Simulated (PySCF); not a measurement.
**Polarisability and C₆ of Pb⁻ (lead, charge -1)**

[Xe] 4f14 5d10 6s2 6p3, high-spin 4S determinant. Calculation: PySCF 2.14, in aug-cc-pwCVTZ-PP with ECP60MDF (8s7p6d4f1g, 96 functions); scalar relativity through the core potential. Coupled (time-dependent) response in atomic units; α is the mean over directions.

| method | mean α (bohr³) | C₆ (like pair) | S(−4) |
| --- | --- | --- | --- |
| wB97M-V | 194.0 | 3489 | 19890 |

S(−4) is the Cauchy moment in α(ω) = α(0) + S(−4) ω² + …

α(iu) at wB97M-V:

```json
{"u (hartree)": "0", "α(iu) (bohr³)": "194.0"}
{"u (hartree)": "0.0500", "α(iu) (bohr³)": "157.9"}
{"u (hartree)": "0.100", "α(iu) (bohr³)": "110.4"}
{"u (hartree)": "0.200", "α(iu) (bohr³)": "58.39"}
{"u (hartree)": "0.300", "α(iu) (bohr³)": "36.09"}
{"u (hartree)": "0.500", "α(iu) (bohr³)": "18.60"}
{"u (hartree)": "0.750", "α(iu) (bohr³)": "10.89"}
{"u (hartree)": "1.00", "α(iu) (bohr³)": "7.486"}
{"u (hartree)": "1.50", "α(iu) (bohr³)": "4.430"}
{"u (hartree)": "2.00", "α(iu) (bohr³)": "3.021"}
{"u (hartree)": "3.00", "α(iu) (bohr³)": "1.696"}
{"u (hartree)": "5.00", "α(iu) (bohr³)": "0.7536"}
```

A single London oscillator, α(iu) = α/(1 + u²/ω²), gives C₆ = (3/4) ω α². Matching the computed C₆ needs ω = 4 × 3489 / (3 × 194.0²) = 0.124 hartree.

For an ion, C₆ is the dispersion term alone; charge-induced terms of lower order in 1/R come first.

Energies and moments cover only the electrons outside the core potential. Spin-orbit coupling, which splits the p, d and f shells strongly at this Z, is absent. Spin-orbit coupling is strong in this species (close to jj coupling), so the high-spin LS determinant is a model state, not a physical level.
